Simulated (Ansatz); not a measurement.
Q: Name a neutral molecule of B, C, N, S, Si and H with HOMO–LUMO gap (PBE0/def2-TZVPP) between 6.45 and 6.75 eV and LUMO energy (B3LYP/def2-TZVPP) between -1.35 and -1.05 eV (Ansatz, PBE0-D4/def2-TZVP geometry).

A: `N[SiH2]CBS` (6.54 eV, -1.08 eV). Other molecules can fit too; these were computed, each in one conformer that needn't be the lowest.

B3LYP here is the variant with VWN-RPA as its local correlation; programs differ in this.
